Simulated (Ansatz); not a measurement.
**Question.** Predict a relaxed structure of [CrO2S2]2- (CrS2O2²⁻), charge -2, singlet, at PBE0-D4/def2-SVPD (Ansatz).

**Answer.** 
```tsv
atom	x (Å)	y (Å)	z (Å)
Cr1	0.079	-0.074	0.047
O2	1.595	-0.182	-0.406
O3	-0.217	-1.097	1.222
S4	-1.171	-0.557	-1.617
S5	-0.287	1.909	0.754
```
Point group C2v (tolerance 0.1 Å). The metal has 4 neighbours: O 1.59 Å, O 1.59 Å, S 2.14 Å, S 2.14 Å. This is one stationary point.

A multiply charged anion in the gas phase is held together partly by the finite basis. The restricted singlet is unstable towards broken spin symmetry in Hartree–Fock (as tested in another run); at PBE0-D4/def2-SVPD this wasn't settled. The highest occupied level of the charge -2 singlet lies above zero (up to 2.83 eV). The electron is either unbound and held by the finite basis, or the level is raised by self-interaction error.
